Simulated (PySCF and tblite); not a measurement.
Results of a calculation; reference values are marked as such.
C₈H₁₃ClO, numbered as in [CH3:1][O:2][C@H:3]1[CH:4]=[CH:5][C@@H:6]([CH3:7])[C@H:8]([Cl:9])[CH2:10]1.

Free energies: PBE0-D3(BJ)/pcSseg-1 on GFN2-xTB structures plus GFN2-xTB thermal terms, symmetry and mirror images included. Conformers within 2.5 kcal/mol (GFN2-xTB free energy) were kept, 3 at most. GIAO shieldings: PBE0/pcSseg-1. Shifts are against TMS (¹H), TMS (¹³C) at the same level; of two unlike H on one atom, a is the less shielded. Run with PySCF (density fitting) and tblite.

Q: What shifts does this protocol give at 298.15 K under fast conformational exchange?

A: ¹H: 6.15 (H4, 1H), 5.95 (H5, 1H), 3.85 (H8, 1H), 3.71 (H3, 1H), 3.55 (H1, 3H), 2.38 (H10a, 1H), 2.16 (H6, 1H), 1.65 (H10b, 1H), 1.25 (H7, 3H) ppm. ¹³C: 144.4 (C5), 133.5 (C4), 78.0 (C3), 64.6 (C8), 58.5 (C1), 45.6 (C6), 41.2 (C10), 20.7 (C7) ppm.

Q: How do the conformers differ?

A: Torsions listed: C1–O2–C3–C10. The 6-ring runs over atoms 3–4–5–6–8–10.
```
conformer                                                               shape  weight %
        1  6-ring half-chair (ring torsions 1, -13, 45, -66, 50, -20°); -172°      48.9
        2   6-ring half-chair (ring torsions 0, -15, 47, -66, 49, -18°); -79°      46.6
        3   6-ring half-chair (ring torsions -1, 12, -41, 60, -46, 18°); -74°       4.5
```

```
signal      1      2      3  average
    H1   3.55   3.54   3.57     3.55
    H3   3.70   3.67   4.42     3.71
    H4   6.30   6.01   6.05     6.15
    H5   6.04   5.86   5.81     5.95
    H6   2.15   2.14   2.51     2.16
    H7   1.26   1.24   1.11     1.25
    H8   3.92   3.76   4.04     3.85
  H10a   2.30   2.54   1.50     2.38
  H10b   1.75   1.48   2.39     1.65
    C1   58.2   58.7   58.6     58.5
    C3   77.3   78.8   77.8     78.0
    C4  132.4  134.2  138.4    133.5
    C5  146.2  143.3  136.4    144.4
    C6   46.0   45.4   43.4     45.6
    C7   20.6   20.7   23.1     20.7
    C8   64.5   64.8   65.3     64.6
   C10   44.5   38.5   32.7     41.2
```

Shifts are unscaled: against experiment ¹³C can be off by 15 ppm or more and ¹H by 0.8 ppm. For its torsions the set is small; conformers may be missing.
